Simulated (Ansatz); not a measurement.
Consider the redistribution: `COB(Br)OC` + `O[SiH](F)F` → `COB(F)Br` + `CO[SiH](O)F`.

Gas-phase electronic energies from Ansatz, PBE0-D4/def2-TZVP geometries. CBS: MP2 limit from def2 TZ/QZ plus the TZ coupled-cluster correction, frozen cores. DFT in def2-TZVPP. For Br outer-core shells are correlated without core-valence functions, which leaves a few kJ/mol of doubt a bond. Scalar relativity is left out up to krypton. One conformer a species, not always the lowest.

`COB(Br)OC`:

```xyz
12

C    -0.188    0.334    2.134
O     0.522    1.076    1.155
B     0.503    0.685   -0.130
Br    1.507    1.769   -1.387
O    -0.182   -0.408   -0.521
C    -0.247   -0.877   -1.853
H    -0.034    0.834    3.090
H    -1.255    0.306    1.905
H     0.186   -0.691    2.194
H    -0.865   -1.775   -1.849
H     0.748   -1.123   -2.230
H    -0.697   -0.129   -2.509
```

`O[SiH](F)F`:

Cartesian coordinates in Å:
```
O 0.233 0.313 -1.212
Si 0.103 0.030 0.372
F 0.167 -1.522 0.683
F -1.299 0.516 0.928
H -0.392 -0.064 -1.832
H 1.188 0.727 1.061
```

`COB(F)Br`:

```xyz
8

C    -0.527   -0.653   -0.752
O     0.693   -0.122   -0.271
B     0.852    0.702    0.761
F     2.072    1.092    1.073
Br   -0.596    1.375    1.847
H    -0.580   -0.460   -1.824
H    -0.529   -1.731   -0.582
H    -1.386   -0.202   -0.253
```

`CO[SiH](O)F`:

Cartesian coordinates in Å:
```
C 1.284 0.989 0.063
O 0.136 0.342 0.573
Si -0.912 -0.541 -0.297
O -1.925 -1.296 0.716
F -0.073 -1.583 -1.165
H 1.013 1.782 -0.641
H 1.948 0.280 -0.440
H 1.819 1.438 0.901
H -1.717 0.248 -1.241
H -1.574 -1.659 1.530
```

| level | ΔE (kJ/mol) |
| --- | --- |
| r2SCAN0 | 32.8 |
| RPA@PBE/def2-TZVPP | 36.0 |

Task: What does CCSD(T)/CBS give? (Best estimate.)

Result: Ansatz gave: +37.6 kJ/mol. The listed levels differ from it by -4.8, -1.6 kJ/mol.

Largest T1 diagnostic among the species: 0.011.

Leaving LDA and LC-ωPBE aside and taking each functional with its dispersion term where it has one, the values, not all of them listed here, spread over 3.5 kJ/mol, from PBE-D4 to PBE-QIDH. At CCSD(T), def2-SVP lies −4.9 kJ/mol from the extrapolated value and def2-TZVPP −1.2 kJ/mol.
